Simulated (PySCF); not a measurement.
## Trend along the second period: MCs cations

PBE0 with double-zeta basis sets in PySCF, for the lowest determinant that a PBE0 search found; no spin–orbit coupling. De refers to high-spin ground-configuration atoms (the charge goes to the atom of lower measured ionisation energy or higher electron affinity, which is not always the lowest computed limit). A positive dipole points towards Cs; it is taken about the centre of mass and depends on that origin.

| M | basis | charged atom | state (unpaired electrons) | Re (Å) | ωe (cm⁻¹) | De (eV) | μ (D) |
| --- | --- | --- | --- | --- | --- | --- | --- |
| Li | def2-SVP | Cs+ | doublet (σ ↑) | 4.333 | 115 | 0.38 | -4.68 |
| Be | def2-SVPD | Cs+ | singlet (closed shell) | 3.956 | 104 | 0.16 | -0.91 |
| B | def2-SVP | Cs+ | doublet (σ ↑) | 3.796 | 111 | 0.25 | 0.06 |
| N | def2-SVPD | Cs+ | quartet (σ ↑, π ↑↑) | 3.484 | 76.9 | 0.09 | 1.07 |
| O | def2-SVP | Cs+ | triplet (π ↑↑) | 3.309 | 111 | 0.22 | 1.19 |
| F | def2-SVP | Cs+ | doublet (π ↑) | 3.206 | 101 | 0.18 | 1.56 |

The shortest bond is that of CsF⁺ (3.206 Å), the longest that of CsLi⁺ (4.333 Å).

The rows differ in basis set, which adds steps of its own.

The state changes along the series, so neighbouring rows are not always alike in their bonding.

Closed-shell solutions of metal pairs were not tested for spin polarisation, which can lower them a little. Weak bonds: CsBe⁺, CsB⁺, CsF⁺, CsLi⁺, CsN⁺, CsO⁺. Basis-set superposition, not corrected here, can be much of De in a small basis, most of all at correlated wavefunction levels. These are scalar-relativistic numbers at best; spin–orbit coupling would shift them, the dissociation energy most. For an ion De counts to the pair picked by the measured ionisation energies or electron affinities, which need not be the lowest pair at this level. States were picked by a PBE0 search and need not be the measured ground states.
